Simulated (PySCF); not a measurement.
**SMILES COc1n[nH]c(OCF)n1, C4H6FN3O2**

Geometry (Å), atoms numbered from 1 in this order:
```xyz
16

C     2.625   -1.745    0.957
O     1.325   -1.735    0.393
C     0.710   -0.568    0.445
N     1.208    0.527    0.978
N     0.219    1.441    0.795
C    -0.807    0.839    0.170
O    -1.938    1.510   -0.096
C    -2.836    0.861   -0.934
F    -2.521    1.117   -2.236
N    -0.541   -0.420   -0.067
H     2.989   -2.764    0.848
H     3.278   -1.046    0.430
H     2.589   -1.462    2.012
H     0.322    2.391    1.109
H    -3.826    1.291   -0.749
H    -2.805   -0.227   -0.799
```

The calculation used GIAO BHandHLYP/pcSseg-1 magnetisability, rotational g tensor and spin-rotation constants, non-relativistic, gas phase (PySCF). Geometry: GFN2-xTB.

Give the nuclear spin-rotation constants along the inertial axes (H = +C I·J) beside the isotropic shieldings.

Rotational constants 3.6614, 0.7098, 0.6285 GHz. A star marks the isotopologue with that one atom substituted, in its own axes.
```tsv
atom	isotope	Caa (kHz)	Cbb (kHz)	Ccc (kHz)	mean (kHz)	σ (ppm)
N4	14N	0.720	0.114	0.046	0.293	0.4
N5	14N	0.377	0.094	0.051	0.174	85.2
F9	19F	3.318	0.347	0.396	1.354	354.3
N10	14N	0.692	0.099	0.030	0.274	41.5
H11	1H	-0.141	-0.010	-0.063	-0.071	27.8
H12	1H	-0.344	-0.065	0.021	-0.129	27.9
H13	1H	-0.311	-0.013	-0.030	-0.118	27.8
H14	1H	-0.376	0.061	-0.064	-0.126	23.4
H15	1H	0.105	-0.066	-0.041	-0.001	26.1
H16	1H	-0.178	0.002	-0.038	-0.071	24.9
C1	13C*	0.581	0.155	0.136	0.290	130.1
O2	17O*	-0.598	-0.088	-0.048	-0.244	248.2
C3	13C*	1.848	0.267	0.164	0.760	10.7
C6	13C*	1.753	0.257	0.168	0.726	17.7
O7	17O*	-0.678	-0.159	-0.052	-0.296	195.9
C8	13C*	1.029	0.188	0.152	0.456	86.5
```
For the geometry as given, no vibrational averaging.
